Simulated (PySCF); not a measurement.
Excitation energy of Sc by level of theory

Sc [Ar] 3d1 4s2 (2D) → Sc [Ar] 3d3 (4F), as a difference of total energies. Calculation: PySCF 2.14, in x2c-QZVPPall; the spin-free X2C one-electron Hamiltonian (Gaussian nucleus). Correlated levels: valence: [Ar] frozen; valence and next inner shell: [Ne] frozen. The calculations carry no spin-orbit coupling.

| method | excitation energy (eV) |
| --- | --- |
| UHF | 4.685 |
| LDA | 3.069 |
| PBE | 3.024 |
| PBE0 | 3.380 |
| wB97M-V | 3.776 |
| LC-wPBE | 3.366 |
| BP86 | 3.073 |
| PBEsol | 2.982 |
| MP2 (valence) | 4.683 |
| SCS-MP2 (valence) | 5.315 |
| MP2 (valence and next inner shell) | 4.285 |
| SCS-MP2 (valence and next inner shell) | 4.949 |

Question: How much does correlation contribute at MP2 (valence and next inner shell)?

Answer: 4.285 − (4.685) = -0.400 eV, measured against UHF.
